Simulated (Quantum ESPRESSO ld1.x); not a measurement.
Question: All-electron atom: Au+ in [Xe] 4f14 5d10 (the NIST ground configuration). Calculated with ld1.x of Quantum ESPRESSO 7.5: non-relativistic Kohn-Sham, PBE, spin-unpolarised, spherical densities, point nucleus; relativity is left out, which matters for an element this heavy. Some entries of the table are withheld. Estimate them.

| orbital | occ. | eigenvalue (Ry) | <1/r> (bohr^-1) | r(max) (bohr) |
|---|---|---|---|---|
| 1s | 2 | -5371.34 | 78.45 | 0.013 |
| 2s | 2 | -896.825 | 18.46 | 0.069 |
| 2p | 6 | -862.221 | 18.50 | 0.053 |
| 3s | 2 | -210.320 | 7.153 | 0.189 |
| 3p | 6 | -194.009 | 7.108 | 0.177 |
| 3d | 10 | -163.579 | 7.039 | 0.140 |
| 4s | 2 | -44.8041 | 3.126 | 0.421 |
| 4p | 6 | -37.7676 | 3.038 | 0.421 |
| 4d | 10 | -24.8333 | 2.856 | 0.414 |
| 4f | 14 | -7.50867 | 2.509 | 0.370 |
| 5s | 2 | -6.78483 | 1.291 | (1) |
| 5p | 6 | -4.56370 | 1.175 | 0.991 |
| 5d | 10 | -1.16376 | (2) | 1.20 |
| 6s | 0 | -0.77956 | 0.4141 | 2.55 |
| 6p | 0 | -0.45334 | 0.3208 | 3.24 |

Answer: 
(1) 5s r(max) (bohr): 0.937
(2) 5d <1/r> (bohr^-1): 0.8524
